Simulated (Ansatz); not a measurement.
Gas-phase electronic energies from Ansatz, PBE0-D4/def2-TZVP geometries. CBS: MP2 limit from def2 TZ/QZ plus the TZ coupled-cluster correction, frozen cores. This one scheme is used for every species. Functionals use def2-TZVPP. One conformer a species, not always the lowest.

Reaction (β-hydride elimination): `CC[SiH2]O` → `O[SiH3]` + `C=C`

```json
{"species": "`CC[SiH2]O`", "BLYP energy (Eh)": "-445.79495"}
{"species": "`O[SiH3]`", "BLYP energy (Eh)": "-367.17676"}
{"species": "`C=C`", "BLYP energy (Eh)": "-78.57725"}
```

Q: Work out ΔE.

A: ΔE = (-367.17676) + (-78.57725) − (-445.79495) = 0.04094 Eh = +107.5 kJ/mol. CCSD(T)/CBS gives +142.7 kJ/mol.

Largest T1 diagnostic among the species: 0.011.

In def2-TZVPP, CCSD(T) changes the Hartree–Fock value by +28.3 kJ/mol (the triples alone add +1.1 kJ/mol) and MP2 by +40.0 kJ/mol. From BLYP to BHLYP (50 % exact exchange), in def2-TZVPP and without D4, ΔE moves by +27.0 kJ/mol. At CCSD(T), def2-SVP lies −4.8 kJ/mol from the extrapolated value and def2-TZVPP −2.4 kJ/mol.
